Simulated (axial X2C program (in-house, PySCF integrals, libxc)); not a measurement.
Outer orbitals of CaCl⁺ at 2.322 Å, PBE0

All values were computed with an in-house relativistic program for diatomic molecules. Spin-free means the one-electron spin-free X2C Hamiltonian; two-component (2c) means X2C with spin–orbit coupling and atomic mean-field two-electron Coulomb and Gaunt terms, so the difference of the two also holds small scalar two-electron terms. Basis: Ca dyall-cv3z [11s12p6d4f], Cl dyall-av3z [9s8p3d2f] (cores contracted in-house); Gaussian nuclei, density fitting, unrestricted open shells. Masses: Ca 39.963 u, Cl 34.969 u.

The distance is close to the 2c PBE0 minimum; the highest filled and lowest empty levels are listed.

Spin-free orbitals, state M_S = 0, Λ = 0 (closed shell) (Löwdin shares):

| symmetry | occupied | ε (eV) | atomic character |
| --- | --- | --- | --- |
| σα | yes | -25.88 | 79% Cl s, 8% Ca p, 7% Ca d |
| σα | yes | -13.60 | 82% Cl p, 9% Ca d, 4% Ca s |
| π+α | yes | -13.01 | 86% Cl p, 8% Ca d, 3% Ca f |
| π-α | yes | -13.01 | 86% Cl p, 8% Ca d, 3% Ca f |
| σα | no | -7.28 | 66% Ca s, 13% Ca p, 9% Ca d |
| δ-α | no | -5.94 | 99% Ca d |
| δ+α | no | -5.94 | 99% Ca d |
| π+α | no | -5.76 | 77% Ca d, 17% Ca p, 3% Cl p |
| π-α | no | -5.76 | 77% Ca d, 17% Ca p, 3% Cl p |

One partner of each degenerate Kramers or spin pair is listed.

Spinors with spin–orbit coupling (state Ω = 0):

| ω | occupied | ε (eV) | atomic character | λ mixture |
| --- | --- | --- | --- | --- |
| 1/2 | yes | -25.89 | 79% Cl s, 8% Ca p, 7% Ca d | 100% σ |
| 1/2 | yes | -13.60 | 82% Cl p, 9% Ca d, 4% Ca s | 99% σ, 1% π |
| 1/2 | yes | -13.04 | 86% Cl p, 8% Ca d, 3% Ca f | 99% π, 1% σ |
| 3/2 | yes | -12.97 | 86% Cl p, 8% Ca d, 3% Ca f | 100% π |
| 1/2 | no | -7.28 | 66% Ca s, 13% Ca p, 9% Ca d | 100% σ |
| 3/2 | no | -5.95 | 99% Ca d | 100% δ |
| 5/2 | no | -5.94 | 99% Ca d | 100% δ |
| 1/2 | no | -5.77 | 77% Ca d, 17% Ca p, 3% Cl p | 99% π, 1% σ |
| 3/2 | no | -5.76 | 77% Ca d, 16% Ca p, 3% Cl p | 100% π |

One partner of each degenerate Kramers or spin pair is listed.

(1) How does the gap between the highest filled and lowest empty level change from the spin-free to the 2c table?

Mulliken charges and populations of the two-component result (they depend on the basis, above all on diffuse functions):

Ca 1.34 e (s 6.14 p 12.09 d 0.40 f 0.03), Cl -0.34 e (s 5.96 p 11.35 d 0.03).

The state is a single determinant with fixed occupations, the lowest that a limited PBE0 search found.

Results:

(1) From 5.73 to 5.69 eV at PBE0, a change of -0.04 eV.
